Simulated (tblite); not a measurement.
Input of a run (GFN2-xTB geometry optimisation, gas phase (tblite 0.8.0)), started from a force field or distance geometry:
```
{"job": {"kind": "relax", "xc": "GFN2-xTB", "basis": "xTB"}, "charge": 0, "multiplicity": 1}
C     -2.881800     0.552700     0.709700
N     -2.166700    -0.697900     0.648000
Si    -1.322700    -1.289400    -0.706900
C      0.052800    -0.106400    -1.208100
C      1.057100     0.306300    -0.087400
Si     2.161000     1.755100    -0.594000
Si     2.321800    -0.982700     0.428900
H     -3.274900     0.715700     1.725800
H     -2.236200     1.403500     0.479100
H     -3.743200     0.557100     0.022400
H     -2.776000    -1.446100     0.992000
H     -0.807000    -2.622300    -0.355800
H     -2.329100    -1.416100    -1.788000
H      0.589300    -0.557500    -2.055300
H     -0.446300     0.793300    -1.588300
H      0.502400     0.626000     0.809900
H      3.000600     1.409200    -1.766700
H      1.301200     2.894800    -0.977100
H      3.026300     2.204200     0.539700
H      3.132500    -1.431500    -0.725600
H      1.614300    -2.171100     0.969800
H      3.214200    -0.477600     1.506500
```

Output (eV, eV/Å):
```
step      E/eV     max force
  0    -603.32854    1.186
  1    -603.39204    0.551
  2    -603.42379    0.425
  3    -603.44904    0.462
  4    -603.47571    0.427
  5    -603.49525    0.274
  6    -603.51014    0.362
  7    -603.52179    0.272
  8    -603.53076    0.189
  9    -603.53667    0.165
 10    -603.54125    0.173
 11    -603.54575    0.165
 12    -603.55055    0.193
 13    -603.55507    0.136
 14    -603.55838    0.122
 15    -603.56063    0.101
 16    -603.56266    0.132
 17    -603.56464    0.112
 18    -603.56638    0.101
 19    -603.56792    0.096
 20    -603.56955    0.108
 21    -603.57161    0.144
 22    -603.57414    0.132
 23    -603.57669    0.133
 24    -603.57883    0.115
 25    -603.58050    0.098
 26    -603.58191    0.098
 27    -603.58307    0.092
 28    -603.58399    0.071
 29    -603.58481    0.075
 30    -603.58566    0.078
 31    -603.58645    0.080
 32    -603.58708    0.068
 33    -603.58760    0.068
 34    -603.58816    0.060
 35    -603.58877    0.085
 36    -603.58936    0.078
 37    -603.58986    0.057
 38    -603.59036    0.068
 39    -603.59100    0.068
 40    -603.59175    0.091
 41    -603.59251    0.086
 42    -603.59318    0.063
 43    -603.59384    0.063
 44    -603.59458    0.066
 45    -603.59536    0.067
 46    -603.59607    0.059
 47    -603.59675    0.059
 48    -603.59751    0.068
 49    -603.59840    0.079
 50    -603.59923    0.058
 51    -603.59984    0.050
 52    -603.60035    0.054
 53    -603.60087    0.063
 54    -603.60138    0.058
 55    -603.60191    0.078
 56    -603.60248    0.075
 57    -603.60305    0.061
 58    -603.60352    0.060
 59    -603.60373    0.061
 60    -603.60397    0.047
 61    -603.60412    0.042
 62    -603.60449    0.036
 63    -603.60468    0.037
 64    -603.60491    0.031
 65    -603.60506    0.029
 66    -603.60521    0.028
 67    -603.60534    0.025
 68    -603.60546    0.022
 69    -603.60557    0.024
 70    -603.60569    0.025
 71    -603.60582    0.022
 72    -603.60597    0.024
 73    -603.60612    0.024
 74    -603.60626    0.028
 75    -603.60637    0.022
 76    -603.60645    0.020
 77    -603.60653    0.022
 78    -603.60663    0.025
 79    -603.60675    0.029
 80    -603.60685    0.025
 81    -603.60692    0.024
 82    -603.60697    0.019
 83    -603.60702    0.016
 84    -603.60708    0.014
 85    -603.60713    0.018
 86    -603.60717    0.020
 87    -603.60721    0.017
 88    -603.60726    0.019
 89    -603.60731    0.014
 90    -603.60734    0.012
 91    -603.60736    0.014
 92    -603.60739    0.014
 93    -603.60745    0.017
 94    -603.60751    0.018
 95    -603.60758    0.013
 96    -603.60762    0.014
 97    -603.60765    0.014
 98    -603.60770    0.015
 99    -603.60775    0.012
100    -603.60779    0.009
```

Task: Summarise the run.

Result: The energy falls by 0.279 eV over 100 L-BFGS steps, the largest force on an atom goes from 1.19 to 0.009 eV/Å, and the atoms move by 0.260 Å rms after alignment. The bond that changes most is Si6–H19 (SiH3 silicon to Si–H hydrogen), which shortens by 0.031 Å. Bonds longer at the end by more than 0.005 Å: 4 of 21; shorter: 15. Among the angles that change most is Si6–C5–Si7, from 101.9° to 112.4°. Among the dihedrals that turn most is H9–C1–N2–Si3, from -57° to -35°. The energy never rose by more than 1e-5 eV on the way. The first step brought 23 % of the lowering.

Task: What are the final bond lengths?

Result: C1–N2 1.445 Å, N2–Si3 1.722 Å, Si3–C4 1.902 Å, C4–C5 1.536 Å, C5–Si6 1.905 Å, C5–Si7 1.903 Å, C1–H8 1.093 Å, C1–H9 1.087 Å, C1–H10 1.096 Å, N2–H11 1.009 Å, Si3–H12 1.463 Å, Si3–H13 1.477 Å, C4–H14 1.092 Å, C4–H15 1.096 Å, C5–H16 1.095 Å, Si6–H17 1.465 Å, Si6–H18 1.469 Å, Si6–H19 1.464 Å, Si7–H20 1.467 Å, Si7–H21 1.465 Å, Si7–H22 1.467 Å. Numbering counts from 1 in the input's order; the species is `N([SiH2]CC([SiH3])[SiH3])C`.

The run took 0.97 s of wall time on an Arm Neoverse V1 with one thread, no GPU, shared host.

Its GFN2-xTB frequencies are all real (lowest 21 cm⁻¹). One conformer, not necessarily the lowest. 3 starts were optimised and ended at 0.00, 0.99 and 1.08 kcal/mol (GFN2-xTB); the lowest of these is shown.

All values are computed, not measured.
